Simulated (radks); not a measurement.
Problem. The bismuth anion Bi3-, [Rn], held by a Watson sphere: a shell of charge +2.64 at radius R that stands for the Madelung well of a crystal (potential energy -2.64/R inside, -2.64/r outside, in hartree with lengths in bohr). Calculated with a radial shooting solver on a logarithmic mesh with Libxc functionals: scalar-relativistic Kohn-Sham, r2SCAN, spin-polarised, spherical densities, finite nucleus; meta-GGA in the generalised Kohn-Sham scheme; Fermi nuclear charge, rms radius of each element as measured or else 0.836 A^(1/3) + 0.57 fm.

R (bohr)  e(5d) (eV)  e(6s) (eV)  e(6p) (eV)  <r> 6p (bohr)  sum of <r^2> (bohr^2)  X-ray form factor at sin(theta)/lambda = 0.2 1/angstrom
2.64         -25.436     -14.282      -4.463          2.949                  104.1                                                   70.027
4.74         -23.342     -11.013      -2.430          3.764                  145.5                                                   70.009
5.21         -23.230     -10.739      -2.104          3.937                  156.2                                                   70.048
5.4          -23.195     -10.652      -1.986          4.005                  160.6                                                   70.061
5.73         -23.146     -10.527      -1.801          4.122                  168.6                                                   70.080
5.79         -23.138     -10.508      -1.769          4.143                  170.1                                                   70.082
5.92         -23.122     -10.468      -1.704          4.188                  173.4                                                   70.088
6.1          -23.102     -10.419      -1.618          4.251                  178.0                                                   70.095

Estimate the row for R = 5.72 bohr.

Solution. e(5d) (eV) -23.147; e(6s) (eV) -10.531; e(6p) (eV) -1.806; <r> 6p (bohr) 4.118; sum of <r^2> (bohr^2) 168.4; X-ray form factor at sin(theta)/lambda = 0.2 1/angstrom 70.079.
